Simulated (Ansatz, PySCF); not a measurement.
System: AlO$_{2}$, net charge 0, doublet state. It need not be the lowest isomer of its formula. 
Structure (B3LYP-D3(BJ)/def2-TZVP (Ansatz, a first-principles code) minimum search):
```
Al
O 1 1.6498
O 1 1.6498 2 180.00
```
Charge 0, spin multiplicity 2.

Total electronic energies in hartree. Valence correlation only, unless marked. UHF or UKS for open shells. Spin-orbit coupling is left out. Non-relativistic. FCI takes restricted orbitals.  The program attaches cautions to a run behind BHLYP-D4/def2-TZVPD: asymmetric forces. The program attaches cautions to a run behind wB97X-V/def2-TZVPD: asymmetric forces. The program attaches cautions to a run behind CCSD/aug-cc-pV(D+d)Z: other roots.

The UHF reference is spin-contaminated (<S^2> 0.41 over the pure value in the largest basis). The Hartree-Fock reference is unstable (checked in the largest basis), which strains HF and MP2. The T1 diagnostic of CCSD in the largest basis is 0.070, which is high, so the coupled-cluster rows are less sure than usual.

```json
[
 {"level": "revPBE-D4/def2-TZVPD", "program": "Ansatz + dftd4", "energy (Eh)": "-392.81652"},
 {"level": "revPBE/def2-TZVPD", "program": "Ansatz", "energy (Eh)": "-392.81207"},
 {"level": "TPSS/def2-TZVPD", "program": "PySCF", "energy (Eh)": "-392.94249"},
 {"level": "TPSS-D3(BJ)/def2-TZVPD", "program": "PySCF + dftd3", "energy (Eh)": "-392.94410"},
 {"level": "PBE0/def2-QZVPP", "program": "Ansatz", "energy (Eh)": "-392.62963"},
 {"level": "BHLYP-D4/def2-TZVPD", "program": "Ansatz + dftd4", "energy (Eh)": "-392.81466"},
 {"level": "PW6B95-D3(BJ)/def2-TZVPD", "program": "PySCF + dftd3", "energy (Eh)": "-393.28462"},
 {"level": "CAM-B3LYP-D4/def2-TZVPD", "program": "Ansatz + dftd4", "energy (Eh)": "-392.84903"},
 {"level": "wB97X-V/def2-TZVPD", "program": "Ansatz", "energy (Eh)": "-392.78349"},
 {"level": "B2PLYP/def2-TZVPD", "program": "Ansatz", "energy (Eh)": "-392.68722"},
 {"level": "RPA@PBE/cc-pV(T+d)Z", "program": "Ansatz", "energy (Eh)": "-392.43982"},
 {"level": "RI-MP2/aug-cc-pV(T+d)Z", "program": "Ansatz", "energy (Eh)": "-392.18579"},
 {"level": "CCSD/aug-cc-pV(D+d)Z", "program": "Ansatz", "energy (Eh)": "-392.05272"},
 {"level": "FCI/STO-3G", "program": "Ansatz", "energy (Eh)": "-386.77464"}
]
```

Totals of different functionals don't rank their quality; only differences between species are comparable.
